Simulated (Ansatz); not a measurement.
The first iterations of a band of GaH5N2 + H4Si (13 atoms, charge 0, multiplicity 1).

Theory: RKS BLYP/def2-SVP (Ansatz 0.2.0).

```json
{"movable images": "7", "climbing image": "yes", "spring": "5.0 eV/Å²", "optimiser": "quadratic models (default)", "start path": "through a guess of the saddle point", "force threshold": "0.5 eV/Å", "iteration limit": "60", "end points": "relaxed"}
```

First end point:

```xyz
13
Properties=species:S:1:pos:R:3
Ga 0.240 -0.951 -0.382
H 0.067 -2.075 0.695
N 1.653 -0.953 -1.556
H 2.442 -1.596 -1.468
H 1.865 -0.191 -2.204
N -0.928 0.489 -0.480
H -1.868 0.401 -0.082
H -0.962 1.083 -1.313
Si -0.386 3.207 1.514
H -0.230 4.447 2.353
H 0.227 3.471 0.174
H -1.850 2.922 1.376
H 0.311 2.079 2.207
```

Last end point:

```xyz
13
Properties=species:S:1:pos:R:3
Ga 0.264 1.069 -0.504
H -0.978 -1.445 2.219
N 1.679 0.399 -1.481
H 1.804 -0.592 -1.701
H 2.536 0.926 -1.658
N -1.028 -0.194 -0.061
H -1.079 -1.103 -0.532
H -1.964 0.098 0.232
Si 0.125 3.369 0.237
H 1.047 3.626 1.397
H 0.506 4.321 -0.863
H -1.271 3.712 0.680
H -1.058 -1.854 2.867
```

| iteration | highest image above the first end (eV) | largest band force component (eV/Å) |
| --- | --- | --- |
| 1 | 6.422 | 28.278 |
| 2 | 2.623 | 2.576 |
| 3 | 2.052 | 1.374 |
| 4 | 1.531 | 1.198 |
| 5 | 1.144 | 2.009 |
| 6 | 1.004 | 0.579 |

**Question.** Does the band converge within its limit, and where does its top end?

**Answer.** It converged. It ended after 20 iterations with the highest image 2.165 eV above the first end. The threshold of 0.5 eV/Å is loose, so the images may lie well off the minimum-energy path. The profile has 2 maxima (images 4, 6) with wells between them (image 5): this band takes more than one step, which may be the mechanism or a detour left from its start path. Neighbouring images differ by up to 1.8 eV, so the band resolves the path poorly. The order of the point at the top wasn't checked. The orbitals stay closed-shell, which can raise the energy where a bond breaks towards radicals; this wasn't checked here.

The run took 3 min on 4 threads of Arm Neoverse V2, with other jobs on the host, peak memory 0.19 GiB.
